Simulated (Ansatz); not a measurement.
A nudged elastic band was laid between two geometries of BFH6N2Si2 (12 atoms, charge 0, multiplicity 1).

Computed with RHF/cc-pVDZ (Ansatz).

```
movable images  : 7
climbing image  : yes
spring          : 5.0 eV/Å²
optimiser       : quadratic models (default)
start path      : through a guess of the saddle point
force threshold : 0.03 eV/Å
iteration limit : 60
end points      : relaxed
```

Initial state:

```xyz
12
Properties=species:S:1:pos:R:3
N -0.075 -2.291 -0.054
Si -0.165 -0.686 0.554
F -0.271 -0.924 2.174
B -1.382 0.842 -0.053
Si 0.380 1.819 -0.449
N 1.163 0.314 0.061
H -0.619 -3.016 0.374
H 0.046 -2.457 -1.034
H -2.548 1.063 -0.168
H 0.735 3.002 0.385
H 0.671 2.174 -1.868
H 2.142 0.106 0.111
```

Final state:

```xyz
12
Properties=species:S:1:pos:R:3
N -0.170 -1.975 -0.503
Si -0.284 -0.564 0.467
F 0.222 -1.082 1.943
B -1.556 0.912 0.193
Si -0.098 1.931 -0.300
N 1.200 0.564 0.037
H 0.178 -2.832 -0.116
H -0.848 -2.139 -1.222
H -2.737 1.039 0.258
H 0.591 3.147 -0.786
H 1.745 0.231 -0.744
H 1.835 0.713 0.808
```

Question: Which bonds break or form, and what moves?

Answer: Bonds broken: Si5–H11. Bonds formed: N6–H11.

Question: Give the energies along the band, and the barrier.

Answer: The forces met the threshold. The highest image is number 3 of 0 to 8, 83.4 kcal/mol above the first end and 62.2 kcal/mol above the last; the last end lies 21.2 kcal/mol above the first. Neighbouring images differ by up to 2.0 eV, so the band resolves the path poorly. A vibrational analysis at the climbing image gives one clearly imaginary mode, 2136i cm⁻¹: a first-order saddle point. The orbitals stay closed-shell, which can raise the energy where a bond breaks towards radicals; this wasn't checked here.

| image | path coordinate (Å) | energy (kcal/mol) | Si5–H11 (Å) | N6–H11 (Å) |
| --- | --- | --- | --- | --- |
| 0 | 0.00 | 0.0 | 1.49 | 2.72 |
| 1 | 0.52 | 5.3 | 1.47 | 2.46 |
| 2 | 1.04 | 37.2 | 1.46 | 1.98 |
| 3 | 1.57 | 83.4 | 1.57 | 1.43 |
| 4 | 2.27 | 37.1 | 2.22 | 1.01 |
| 5 | 2.97 | 28.2 | 2.57 | 1.01 |
| 6 | 3.67 | 25.6 | 2.56 | 1.01 |
| 7 | 4.37 | 22.4 | 2.54 | 1.01 |
| 8 | 5.07 | 21.2 | 2.55 | 1.01 |

Question: What is the geometry of the highest image?

Answer: 
```xyz
12
Properties=species:S:1:pos:R:3
N -0.078 -2.236 -0.141
Si -0.140 -0.616 0.419
F -0.145 -0.760 2.053
B -1.441 0.900 -0.013
Si 0.139 2.073 -0.488
N 1.178 0.370 -0.154
H -0.654 -2.941 0.281
H 0.084 -2.429 -1.110
H -2.621 1.067 0.015
H 0.555 3.115 0.491
H 1.039 1.122 -1.357
H 2.161 0.279 0.038
```

Run time: 5.5 min on 2 threads of Intel(R) Xeon(R) Platinum 8375C CPU @ 2.90GHz (Ice Lake), with other jobs on the host, peak memory 0.31 GiB.
